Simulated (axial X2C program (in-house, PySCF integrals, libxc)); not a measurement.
Worked dissociation energy of LiPd⁻: PBE0, without spin–orbit coupling

Calculated with an in-house relativistic program for diatomic molecules. Spin-free means the one-electron spin-free X2C Hamiltonian. Basis: Pd dyall-acv3z [13s13p9d5f3g], Li dyall-av3z [9s9p3d] (cores contracted in-house); Gaussian nuclei, density fitting, unrestricted open shells. Masses: Pd 105.903 u, Li 7.016 u.

Molecular state: M_S = 0, Λ = 0 (closed shell).

| Property | Result |
| --- | --- |
| E(Pd-) (2M_S = 1, M_L = 0) | -5045.035162 hartree |
| E(Li) (2M_S = 1, M_L = 0) | -7.467908 hartree |
| E(LiPd⁻) at Re | -5052.565768 hartree |
| ωe | 386.9 cm⁻¹ |
| ωexe | 3.6 cm⁻¹ |

Question: Work out De and D0.

Answer: De = -5045.035162 + (-7.467908) − (-5052.565768) = 0.06270 hartree = 1.706 eV. The zero-point energy is ωe/2 − ωexe/4 = 193 cm⁻¹ = 0.024 eV, so D0 = 1.682 eV.

The state is a single determinant with fixed occupations, the lowest that a limited PBE0 search found. Closed shells are restricted here (equal orbitals for both partners); the stretched side of such a curve lies too high. De is counted from the lowest determinant-based energies of the atoms at the same level, without counterpoise correction. PBE0 can misorder states that lie within some tenths of an eV, so this need not be the ground state of the molecule. The nearest other spin-free determinant of the search, M_S = 1, Λ = 0, lies 0.47 eV up at the distance of the search. The highest occupied level of some functionals is positive through self-interaction error; at Hartree–Fock it is bound.

Each atomic determinant is the lowest at this level and need not be a pure term. Totals compare only within one Hamiltonian and basis.
